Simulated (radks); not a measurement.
Values are calculated unless marked as measured or tabulated.
Sr I, configuration [Kr] 5s2 (the NIST ground configuration).

Level of theory: scalar-relativistic Kohn-Sham, PBE, spin-polarised, spherical densities, finite nucleus; Fermi nuclear charge, rms radius 4.224 fm; hard spherical wall at 3 bohr (a radial shooting solver on a logarithmic mesh with Libxc functionals).

Energy parts (hartree):
part                       energy
total                 -3176.01551
kinetic                3272.24549
electron-nucleus      -7694.08347
Hartree                1351.80345
exchange-correlation   -105.98097

Orbitals (lengths in bohr, moments of r in powers of bohr; <r^-3> diverges for s and p1/2):
orbital	occ.	eigenvalue (hartree)	<r^4>	<r^-3>
1s	2	-584.7452	0.00001103	-
2s	2	-78.41880	0.002123	-
2p	6	-69.57608	0.001529	1802
3s	2	-11.42356	0.1224	-
3p	6	-8.57280	0.1421	277.7
3d	10	-3.86721	0.1957	34.93
4s	2	-0.84982	5.930	-
4p	6	-0.18087	8.079	31.96
4d	0	0.82686	12.30	3.410
5s	2	1.61636	19.13	-
5p	0	2.14019	18.83	40.44
6s	0	5.35463	19.24	-

The highest occupied level is 5s at 43.983 eV. The configuration is held as typed, so some empty levels lie below it. Summed over all electrons, <r^2> = 31.91 bohr^2, which gives a Langevin (diamagnetic) susceptibility term of -25.3 x 10^-6 cm^3/mol. The density falls to 0.001 e/bohr^3 at r = 2.90 bohr. The electron density at the nucleus is 6.208e+04 e/bohr^3 (large components only).
